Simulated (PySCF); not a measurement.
Isomers of C6H9FOSi, one conformer each; single-point electronic energies without zero-point terms and without any empirical dispersion term.

Computed with PySCF at PBE0/pcSseg-1, non-relativistic, each on one gas-phase PBE0-D3(BJ)/def2-SVP geometry that isn't relaxed in the solvent. The solvent is an IEF-PCM continuum (Bondi radii, 1.10 Å for H, scaled by 1.2). Only the electrostatic response of the medium enters.

```csv
isomer,"relative energy, gas (kcal/mol)",dipole (D)
`CC#C[Si@@H]1OCC[C@H]1F`,0.0,3.43
`CC#C[Si@@H]1OCC[C@@H]1F`,0.7,1.00
```

Question: How do the relative energies look in acetone (ε = 20.49)?

Answer: 
```csv
isomer,"relative energy, solvent (kcal/mol)",E(solvent) − E(gas) (kcal/mol),dipole in solvent (D)
`CC#C[Si@@H]1OCC[C@H]1F`,0.0,-6.1,4.35
`CC#C[Si@@H]1OCC[C@@H]1F`,0.2,-6.6,1.31
```

The order is unchanged. Conformers: `[CH3:1][C:2]#[C:3][Si@@H:4]1[O:5][CH2:6][CH2:7][C@H:8]1[F:9]` with C3–Si4–O5–C6 -114°, Si4–O5–C6–C7 21°, O5–C6–C7–C8 -41°, C6–C7–C8–F9 -75°; `[CH3:1][C:2]#[C:3][Si@@H:4]1[O:5][CH2:6][CH2:7][C@@H:8]1[F:9]` with C3–Si4–O5–C6 -116°, Si4–O5–C6–C7 -26°, O5–C6–C7–C8 43°, C6–C7–C8–F9 77°. `CC#C[Si@@H]1OCC[C@@H]1F` gains most from the continuum, while `CC#C[Si@@H]1OCC[C@H]1F` has the largest gas-phase dipole. The gains span 0.5 kcal/mol, the gas-phase energies 0.7 kcal/mol.
